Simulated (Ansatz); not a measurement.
Input for Ansatz (a quantum-chemistry and plane-wave program): U-wB97X-V/def2-TZVPP on C3H4 (SMILES [CH]C=C), 2S+1 = 3, a spin state set in the input, which need not be the lowest, at the other state's geometry.

Ansatz 0.2 input:
```yaml
crystal:
  periodic: [false, false, false]
  atoms:
    - {symbol: C, position_ang: [-1.20365373, 0.31942099, -0.36049200]}
    - {symbol: C, position_ang: [-0.10339695, -0.37332055, 0.04571111]}
    - {symbol: C, position_ang: [1.13987854, 0.17129080, 0.30743340]}
    - {symbol: H, position_ang: [-2.06590451, -0.02748942, -0.91705456]}
    - {symbol: H, position_ang: [-0.22188453, -1.45191362, 0.19254304]}
    - {symbol: H, position_ang: [1.97230850, -0.45407040, 0.59652342]}
    - {symbol: H, position_ang: [1.31851339, 1.22912590, 0.17207294]}
basis:
  gaussian:
    orbitals: def2-TZVPP
hamiltonian:
  xc: {name: wB97X-V}
magnetization: {spin_polarized: true, initial_magnetization: 2}
```

Program output:

```
WARN ansatz: RAYON_NUM_THREADS=1 ignored (pool sized by the plan → 1); use --threads N
Functional definition: wB97X-V
integrals: 0.06 GiB planned
776 factors; their error is unknown
integrals: 0.09 GiB planned
201 factors; integrals over basis functions are off by at most 1.0e-5 eV
mean field: 0.76 GiB planned
mean field evaluation 1: about -3169.4695 eV, gradient 2.2e1 eV
mean field evaluation 2: about -3171.0608 eV, gradient 1.4e1 eV
mean field evaluation 4: about -3172.0891 eV, gradient 1.3e0 eV
mean field evaluation 8: about -3172.1233 eV, gradient 8.0e-2 eV
mean field evaluation 16: about -3172.1169 eV, gradient 6.4e-3 eV
mean field -3172.11693766 eV, -116.5731473211 hartree, gradient 1.8e-5 eV, S^2 2.054524; 0 other end points of the search recorded, 0 dependent functions left out
reference -3172.11693663 eV, -116.5731472829 hartree; 12, 10 occupied and 137, 139 virtual orbitals, 776 factors
Total energy: -3172.11693663 eV, -116.5731472829 hartree
```

Self-consistency was reached.

Cost: very roughly 9 core-seconds.
